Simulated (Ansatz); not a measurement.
Geometry optimisation, RKS PBE-D4/def2-SVP in Ansatz.

The input (input.yaml):

```yaml
crystal:
  periodic: [false, false, false]
  atoms:
    - { symbol: O, position_ang: [0.318, 1.8186, -2.0294] }
    - { symbol: C, position_ang: [0.3478, 0.8156, -1.4188] }
    - { symbol: B, position_ang: [-0.3002, 0.7123, -0.0019] }
    - { symbol: Si, position_ang: [-0.0657, -0.939, 1.0045] }
    - { symbol: H, position_ang: [0.8571, -0.042, -1.877] }
    - { symbol: H, position_ang: [-0.8163, 1.6556, 0.4923] }
    - { symbol: H, position_ang: [1.40274, -1.20384, 1.09038] }
    - { symbol: H, position_ang: [-0.65054, -0.87545, 2.31253] }
    - { symbol: H, position_ang: [-0.68453, -2.08527, 0.17632] }
basis:
  gaussian: { orbitals: def2-SVP }
hamiltonian:
  xc: pbe
  dispersion: d4
relax:
  f_tol: 0.015
  max_steps: 40
```

Run as:

```bash
$ ansatz run input.yaml --threads 1 --pin off --max-ram 2048MiB --backend cpu --events-out ev --progress --plain --runs-dir out
```

Task: Where does it end, and by what steps?

Result: The run converged. After 27 steps the energy has fallen by 0.769 eV; O1 moved furthest, 1.36 Å.

| step | energy less start (eV) | largest force component (eV/Å) | accepted |
| --- | --- | --- | --- |
| 0 | 0.0000 | 4.512 | yes |
| 1 | -0.2899 | 0.773 | yes |
| 2 | -0.1827 | 2.010 | no |
| 3 | -0.3296 | 0.439 | yes |
| 4 | -0.3548 | 0.266 | yes |
| 5 | -0.3809 | 0.572 | yes |
| 6 | -0.4387 | 1.011 | yes |
| 7 | -0.4318 | 1.970 | no |
| 8 | -0.4761 | 0.912 | yes |
| 9 | -0.5132 | 0.748 | yes |
| 10 | -0.5678 | 0.841 | yes |
| 11 | -0.6334 | 0.496 | yes |
| 12 | -0.6842 | 0.350 | yes |
| 13 | -0.6719 | 1.476 | no |
| 14 | -0.7124 | 0.249 | yes |
| 15 | -0.7338 | 0.445 | yes |
| 16 | -0.7480 | 0.213 | yes |
| 17 | -0.7529 | 0.219 | yes |
| 18 | -0.7567 | 0.500 | yes |
| 19 | -0.7660 | 0.064 | yes |
| 20 | -0.7666 | 0.079 | yes |
| 21 | -0.7677 | 0.050 | yes |
| 22 | -0.7683 | 0.034 | yes |
| 23 | -0.7687 | 0.046 | yes |
| 24 | -0.7688 | 0.033 | yes |
| 25 | -0.7690 | 0.018 | yes |
| 26 | -0.7689 | 0.069 | no |
| 27 | -0.7690 | 0.009 | yes |

```xyz
9
Properties=species:S:1:pos:R:3
O 0.985 1.665 -0.858
C 0.359 0.820 -1.522
B -0.518 0.474 -0.315
Si 0.041 -0.920 1.035
H 0.585 0.610 -2.599
H -1.528 1.136 -0.160
H 1.434 -1.443 0.794
H -0.034 -0.401 2.448
H -0.915 -2.085 0.928
```

Whether the end is a true minimum wasn't checked by a vibrational analysis.

Time of the run: 2.5 min on 1 thread of Intel(R) Xeon(R) Processor @ 2.50GHz (Skylake/Cascade Lake) (shared host), peak memory 0.15 GiB.
